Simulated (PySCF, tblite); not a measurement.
Parent: `[CH2:1]=[CH:2][C@@H:3]1[C@H:4]([CH2:5][CH3:6])[CH2:7][P@@H:8]1=[S:9]` with C1–C2–C3–C4 -127°, C3–C4–C5–C6 177°, C2–C3–C4–C5 33°, C3–C4–C7–P8 -21°, C4–C7–P8–S9 142°, C2–C3–P8–C7 99°, C7H13PS.

Structures optimised with GFN2-xTB, isolated species. One conformer each, not checked by frequencies here.

| coordinate of the parent | value |
| --- | --- |
| C1=C2 | 1.321 Å |
| C2–C3 | 1.487 Å |
| C3–C4 | 1.557 Å |
| C4–C5 | 1.523 Å |
| C5–C6 | 1.525 Å |
| C4–C7 | 1.544 Å |
| C7–P8 | 1.851 Å |
| P8=S9 | 1.927 Å |
| C3–P8 | 1.880 Å |
| C1–C2–C3 | 124.1° |
| C2–C3–C4 | 114.9° |
| C2–C3–P8 | 109.4° |
| C4–C3–P8 | 88.4° |
| C3–C4–C5 | 115.8° |
| C3–C4–C7 | 97.9° |
| C5–C4–C7 | 115.9° |
| C4–C5–C6 | 111.6° |
| C4–C7–P8 | 89.8° |
| C7–P8–S9 | 124.7° |
| C3–P8–C7 | 77.6° |
| C3–P8–S9 | 125.7° |

Problem. How does the shared frame change in `[CH2:1]=[CH:2][C@@H:3]1[C@@H:4]([CH3:5])[CH2:6][P@H:7]1=[S:8]` with C1–C2–C3–C4 -139°, C2–C3–C4–C5 94°, C3–C4–C6–P7 21°, C4–C6–P7–S8 -141°, C2–C3–P7–C6 140°, C6H11PS? Atoms pair as C1 = C1, C2 = C2, C3 = C3, C4 = C4, C5 = C5, C7 = C6, P8 = P7, S9 = S8 (parent first).

Solution. 
```tsv
parent	relative	value in the relative	change
C1=C2	C1=C2	1.322 Å	+0.001
C2–C3	C2–C3	1.480 Å	-0.007
C3–C4	C3–C4	1.549 Å	-0.008
C4–C5	C4–C5	1.517 Å	-0.006
C4–C7	C4–C6	1.544 Å	0.000
C7–P8	C6–P7	1.852 Å	+0.001
P8=S9	P7=S8	1.928 Å	+0.001
C3–P8	C3–P7	1.877 Å	-0.003
C1–C2–C3	C1–C2–C3	124.0°	-0.1
C2–C3–C4	C2–C3–C4	118.4°	+3.5
C2–C3–P8	C2–C3–P7	119.4°	+10.0
C4–C3–P8	C4–C3–P7	88.9°	+0.5
C3–C4–C5	C3–C4–C5	114.6°	-1.2
C3–C4–C7	C3–C4–C6	97.6°	-0.3
C5–C4–C7	C5–C4–C6	115.5°	-0.4
C4–C7–P8	C4–C6–P7	90.0°	+0.2
C7–P8–S9	C6–P7–S8	124.8°	+0.1
C3–P8–C7	C3–P7–C6	77.2°	-0.4
C3–P8–S9	C3–P7–S8	125.1°	-0.6
```

Of the parent's bonds, C2–C3 and C3–C4 change most and about equally (-0.008 to -0.007 Å). Point group C1 → C1.

All values are computed, not measured.
